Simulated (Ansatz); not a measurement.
Several settings on one geometry of Li4 (the lowest singlet isomer of a short search) (that of the charge 0 singlet, PBE/def2-TZVP). Ansatz on 4 threads of Arm Neoverse V1 on a shared host; times are rough.

```xyz
4

Li   -1.7936   -2.0963   -0.0200
Li    1.7931    2.0966    0.0303
Li    1.0061   -0.8603   -0.0445
Li   -1.0056    0.8600    0.0342
```

Totals from different functionals, basis sets or treatments of relativity can't be compared as stabilities.

HSE06 is defined as in plane-wave codes, on full-range PBE exchange.

The spins typed aren't always the lowest for that charge.

Q: Give the basis size and estimate the energy, ⟨S²⟩ and time of these runs.

```
run                 method  charge    state                                                                  further keys
  1       RKS revPBE/6-31G       0  singlet                                                                             –
  2     UKS B3LYP5/cc-pVDZ       0  triplet  fitting: {mean_field: def2-universal-jkfit}; scf: {lower_state_search: full}
  3  ROKS HSE06/def2-mTZVP      -1  doublet                                 scf: {lower_state_search: full}; forces asked
```

A: 
```csv
run,functions,energy (Eh),⟨S²⟩,wall time
1,36,-30.0282,–,0.3 s
2,56,-29.9947,2.03,4.3 s
3,32,-29.9761,–,1.8 s
```

The highest occupied level of an anion often lies above zero with these methods, and sets without diffuse functions describe the outer electron poorly. The restricted singlet is unstable towards broken spin symmetry at other levels; at RKS revPBE/6-31G this wasn't settled.
